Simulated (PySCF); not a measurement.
F₂GeH₄OSi, SMILES O[Si](F)(F)[GeH3]. Atoms are numbered in the order given.

```xyz
9

O     -1.5409    -1.4424     0.0000
Si     0.0012    -0.8809     0.0000
F      0.8028    -1.4665    -1.2818
F      0.8028    -1.4665     1.2818
Ge    -0.0124     1.4607     0.0000
H     -1.7009    -2.3930     0.0000
H     -0.7368     1.9682     1.2524
H      1.4295     1.9829     0.0000
H     -0.7368     1.9682    -1.2524
```
Charge 0, spin multiplicity 1.

Geometry optimised at ωB97X-D3(BJ)/def2-SVP. This is a generated structure with no PubChem entry under its InChIKey; it may be hypothetical. The values are those of a single conformer.

Method: TDDFT-ωB97X/def2-SVPD (PySCF 2.14.0).

Vertical excitations.  State labels are in the subgroup Cs.

| state | symmetry | energy (eV) | λ (nm) | f | main pairs |
|---|---|---|---|---|---|
| S1 | A" | 8.27 | 150 | 0.032 | HOMO→LUMO+2 90 % |
| S2 | A' | 8.33 | 149 | 0.040 | HOMO→LUMO+1 79 % |
| S3 | A' | 8.59 | 144 | 0.283 | HOMO→LUMO 90 % |
| S4 | A" | 9.01 | 138 | 0.010 | HOMO−3→LUMO 24 %, HOMO−1→LUMO+1 20 %, HOMO−2→LUMO+2 17 %, HOMO−3→LUMO+1 12 % |
| S5 | A" | 9.07 | 137 | 0.002 | HOMO−2→LUMO+2 38 %, HOMO−3→LUMO+1 14 %, HOMO−1→LUMO+1 14 %, HOMO−3→LUMO 13 % |
| S6 | A' | 9.30 | 133 | 0.099 | HOMO−2→LUMO 56 %, HOMO−2→LUMO+1 25 % |
| S7 | A" | 9.36 | 132 | 0.206 | HOMO−1→LUMO 61 %, HOMO−3→LUMO 14 %, HOMO−1→LUMO+3 13 % |
| S8 | A' | 9.41 | 132 | 0.080 | HOMO−1→LUMO+2 28 %, HOMO−2→LUMO+3 26 %, HOMO−2→LUMO 17 %, HOMO−2→LUMO+4 14 % |
| S9 | A" | 9.41 | 132 | 0.036 | HOMO−1→LUMO+4 41 %, HOMO−1→LUMO+1 27 %, HOMO−2→LUMO+2 22 % |
| S10 | A' | 9.44 | 131 | 0.075 | HOMO→LUMO+4 59 %, HOMO−2→LUMO+1 12 %, HOMO→LUMO+3 11 % |
| T1 | A" | 7.20 | 172 | 0 | HOMO→LUMO+2 92 % |
| T2 | A' | 7.30 | 170 | 0 | HOMO→LUMO+1 77 % |
| T3 | A' | 7.99 | 155 | 0 | HOMO→LUMO 65 % |
| T4 | A' | 8.47 | 146 | 0 | HOMO−1→LUMO+2 55 %, HOMO−2→LUMO+1 19 %, HOMO→LUMO+4 9 % |
Triplets are in the Tamm–Dancoff approximation, which puts them higher than full response would, so one can lie above its singlet here.
